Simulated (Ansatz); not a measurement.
Relaxation of C$_{2}$H$_{9}$NOSSi (15 atoms, charge 0, multiplicity 1), to a largest force component of 0.02 eV/Å in at most 40 steps.

Computed with Ansatz 0.2.0, RKS PBE0/STO-3G.

```xyz
15
Properties=species:S:1:pos:R:3:forces:R:3
N -1.723 -2.147 -0.535 -4.12 -0.66 -0.46
C -0.379 -1.825 -0.313 2.50 0.30 2.44
O -0.207 -0.439 -0.535 1.74 2.92 -0.27
C 1.255 -0.064 -0.298 -4.16 0.63 1.57
S 1.466 1.657 -0.700 0.33 1.26 -0.26
Si 0.297 2.689 0.798 -0.42 -0.61 0.47
H -1.952 -1.780 -1.489 0.07 -0.23 -0.53
H -2.265 -1.454 0.043 -0.10 -0.24 0.36
H 0.245 -2.390 -0.961 1.33 -1.44 -1.34
H -0.110 -2.092 0.740 0.03 -0.16 -0.07
H 1.448 -0.276 0.768 0.48 -0.25 0.17
H 1.852 -0.659 -0.929 1.70 -1.27 -1.30
H 0.553 4.151 0.735 -0.04 -1.08 -0.04
H 0.646 2.143 2.148 -0.30 0.55 -1.01
H -1.150 2.437 0.557 0.95 0.28 0.26
```

Task: Where does it end, and by what steps?

Result: The run converged. The force dipped under the threshold on the way, but the program's further checks kept it going. Limits of this set-up: minimal basis. After 15 steps the energy has fallen by 0.653 eV; H14 moved furthest, 0.50 Å.

```csv
step,energy less start (eV),largest force component (eV/Å),accepted
0,0.0000,4.165,yes
1,-0.5274,0.999,yes
2,-0.6365,0.451,yes
3,-0.6449,0.186,yes
4,-0.6473,0.033,yes
5,-0.6475,0.026,yes
6,-0.6485,0.057,yes
7,-0.6494,0.079,yes
8,-0.6503,0.086,yes
9,-0.6508,0.103,yes
10,-0.6515,0.084,yes
11,-0.6520,0.048,yes
12,-0.6524,0.029,yes
13,-0.6524,0.018,yes
14,-0.6526,0.007,yes
15,-0.6526,0.008,yes
```

```xyz
15
Properties=species:S:1:pos:R:3
N -1.781 -2.072 -0.420
C -0.343 -1.728 -0.252
O -0.131 -0.300 -0.518
C 1.291 -0.023 -0.328
S 1.613 1.730 -0.664
Si 0.215 2.530 0.726
H -2.029 -1.739 -1.390
H -2.299 -1.392 0.198
H 0.253 -2.355 -0.953
H -0.038 -1.987 0.788
H 1.603 -0.307 0.704
H 1.916 -0.618 -1.029
H 0.562 3.915 0.930
H 0.295 1.828 1.987
H -1.150 2.469 0.253
```

Whether the end is a true minimum wasn't checked by a vibrational analysis.

Time of the run: 97 s on 1 thread of Arm Neoverse N1 (shared host), peak memory 0.17 GiB.
